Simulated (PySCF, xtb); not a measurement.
Mg(OH)(SMe) (CH4MgOS), SMILES C[S][Mg][OH].

xtb with GFN2-xTB at its own geometry gives an orbital gap of 1.65 eV and a dipole moment of 0.92 D.

The structure is a stationary point at PBE0-D3(BJ)/def2-SVP. The values are those of a single conformer.

Question: What does PBE0/def2-TZVPD in PySCF give? (An estimate is asked for; the answer gives what the named calculation found.)

Answer: gap 5.28 eV (levels -6.50 and -1.22 eV), dipole 1.47 D.
